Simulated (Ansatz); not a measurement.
A structure relaxed at PBE0-D4/def2-TZVP, charge 0, multiplicity 2:

```xyz
5

N    -0.878   -2.073   -0.411
C    -0.374   -1.041   -0.293
Si    0.473    0.586   -0.273
Cl   -0.848    2.015    0.322
H     1.626    0.513    0.654
```

Q: Give its formula and SMILES.

A: CHClNSi, `N#C[SiH]Cl`.

Q: Summarise the bond lengths by kind.

A: 1 × C–N 1.154 Å; 1 × C–Si 1.834 Å; 1 × Cl–Si 2.035 Å; 1 × H–Si 1.481 Å.

Program: Ansatz 0.2.0.
